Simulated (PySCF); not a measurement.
Cards and structures have been mixed up. Pair them.

Structures:
1. `Cn1nc(F)c(C#N)n1`
2. `[H]/N=C1\CC[C@](C)(F)C1`
3. `O=C(O)[SiH]1C[SiH2]C1`

Card P (geometry GFN2-xTB):
* Rotational constants A, B, C: 3.010, 1.350, 0.937 GHz
* Static isotropic polarisability (B3LYP/def2-SVPD): 73.3 au
* Isotropic shieldings of nuclei other than C and H, by class (GIAO PBE0/pcSseg-1): -117 (1 N), -69 (1 N), -65 (1 N), 13 (1 N), 312 (1 F) ppm
* Dipole moment (B3LYP/def2-SVPD): 5.33 D
* Strongest line among the 8 lowest singlet transitions (TDDFT B3LYP/def2-SVPD): S1 at 5.79 eV (214 nm, f = 0.258)

Card Q (geometry GFN2-xTB):
* Rotational constants A, B, C: 3.712, 1.044, 1.004 GHz
* Static isotropic polarisability (B3LYP/def2-SVPD): 95.0 au
* 13C chemical shifts (computed TMS as zero) by class (GIAO PBE0/pcSseg-1): 187.4 (1 C), -1.9 (2 C) ppm
* Lowest singlet excitation (TDDFT B3LYP/def2-SVPD): 4.80 eV (258 nm, f = 0.001)
* Dipole moment (B3LYP/def2-SVPD): 1.49 D

Card R (geometry GFN2-xTB):
* Rotational constants A, B, C: 3.715, 1.538, 1.407 GHz
* Static isotropic polarisability (B3LYP/def2-SVPD): 77.0 au
* Dipole moment (B3LYP/def2-SVPD): 2.61 D
* 13C chemical shifts (computed TMS as zero) by class (GIAO PBE0/pcSseg-1): 190.5 (1 C), 103.6 (1 C), 51.3 (1 C), 41.2 (1 C), 39.3 (1 C), 28.3 (1 C) ppm
* Strongest line among the 8 lowest singlet transitions (TDDFT B3LYP/def2-SVPD): S4 at 7.42 eV (167 nm, f = 0.075)

Species are written as SMILES; each is one conformer at its optimised geometry, gas phase, non-relativistic unless stated. Electronic properties by PySCF. NMR classes are plain means over equivalent atoms (diastereotopic ones count apart unless rotation or inversion swaps them), as if these changed places fast.

Task: Which card belongs to which structure?

Result: P = 1, Q = 3, R = 2. What ties each card to its structure:
- 1 (card P), C4H3FN4, monoisotopic mass 126.0 u, 9 heavy atoms: an asymmetric top with C = 0.937 GHz, the lowest such constant on the cards; polarisability 73.3 au for 64 electrons, the smallest shown; dipole 5.33 D.
- 2 (card R), C6H10FN, monoisotopic mass 115.1 u, 8 heavy atoms: 6 C in 6 classes; the least shielded carbon (190.5 ppm) is an imine carbon; an asymmetric top with C = 1.407 GHz, the highest such constant on the cards; polarisability 77.0 au for 62 electrons; dipole 2.61 D.
- 3 (card Q), C3H8O2Si2, monoisotopic mass 132.0 u, 7 heavy atoms: 3 C in 2 classes; the least shielded carbon (187.4 ppm) is a carbonyl carbon; an asymmetric top with C = 1.004 GHz; polarisability 95.0 au for 70 electrons, the largest shown; dipole 1.49 D.
